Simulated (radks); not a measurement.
Hf V, configuration [Xe] 4f14.

Calculated with a radial shooting solver on a logarithmic mesh with Libxc functionals: Dirac Kohn-Sham, PBEsol, spin-unpolarised, spherical densities, finite nucleus; Fermi nuclear charge, rms radius 5.347 fm.

Energy parts (eV):
part                       energy
total                  -410571.48
kinetic                 459051.71
electron-nucleus      -1019677.82
Hartree                 158325.23
exchange-correlation     -8270.61

Orbitals (lengths in bohr, moments of r in powers of bohr; r(max) is where P^2 peaks; r(90%) holds 90 % of the orbital's charge):
orbital,occ.,eigenvalue (eV),r(max),r(90%),<r^2>,<r>
1s1/2,2,-65195.08,0.01191,0.0345,0.0004955,0.01900
2s1/2,2,-11177.68,0.06828,0.125,0.007588,0.07980
2p1/2,2,-10680.56,0.05092,0.110,0.005434,0.06613
2p3/2,4,-9489.447,0.05755,0.120,0.006640,0.07386
3s1/2,2,-2578.167,0.1925,0.306,0.04972,0.2083
3p1/2,2,-2357.154,0.1804,0.298,0.04573,0.1981
3p3/2,4,-2101.920,0.1941,0.318,0.05240,0.2125
3d3/2,4,-1726.677,0.1524,0.290,0.04081,0.1864
3d5/2,6,-1670.983,0.1562,0.296,0.04264,0.1908
4s1/2,2,-551.8731,0.4379,0.673,0.2480,0.4683
4p1/2,2,-461.2655,0.4383,0.691,0.2568,0.4747
4p3/2,4,-402.7975,0.4674,0.739,0.2935,0.5077
4d3/2,4,-253.6389,0.4660,0.795,0.3247,0.5288
4d5/2,6,-242.9333,0.4753,0.812,0.3389,0.5403
4f5/2,6,-58.8611,0.4518,1.12,0.5626,0.6636
4f7/2,8,-57.1058,0.4570,1.14,0.5833,0.6750
5s1/2,2,-107.7174,1.014,1.62,1.420,1.125
5p1/2,2,-81.6031,1.093,1.80,1.732,1.238
5p3/2,4,-73.3871,1.176,1.94,2.004,1.333

The highest occupied level is 4f7/2 at -57.106 eV. Summed over all electrons, <r^2> = 28.75 bohr^2, which gives a Langevin (diamagnetic) susceptibility term of -22.8 x 10^-6 cm^3/mol.
